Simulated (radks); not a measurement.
Task: These are the eigenvalues of the occupied orbitals of an atom or ion with whole-number occupations (hartree). All-electron calculation, scalar-relativistic Kohn-Sham, SCAN, spin-polarised, spherical densities, finite nucleus; meta-GGA in the generalised Kohn-Sham scheme; Fermi nuclear charge, rms radius of each element as measured or else 0.836 A^(1/3) + 0.57 fm. Program: a radial shooting solver on a logarithmic mesh with Libxc functionals.

1s up: -1164.361
1s down: -1164.359
2s up: -179.1930
2s down: -179.1922
2p up: -160.7214
2p down: -160.7196
3s up: -35.92261
3s down: -35.92114
3p up: -29.86704
3p down: -29.86499
3d up: -20.74467
3d down: -20.74240
4s up: -6.20027
4s down: -6.19568
4p up: -4.31433
4p down: -4.31022
4d up: -1.56444
4d down: -1.55688
5s up: -0.60183
5s down: -0.53599
5p up: -0.25109
5p down: -0.18921

Which element is it, and in what charge state? The configuration may be excited. Open shells, if any, are filled with parallel spins first.

Result: Z = 52, tellurium, charge 0: Te in [Kr] 4d10 5s2 5p4. The list shows which subshells hold electrons but not how many an open one holds; the 1s level, -1164.4 hartree, gives Z - s = 48.3 by -(Z - s)^2/2, which with screening and relativity narrows Z to a few neighbours, and the depths of the outer levels then fix element, charge and occupations together.
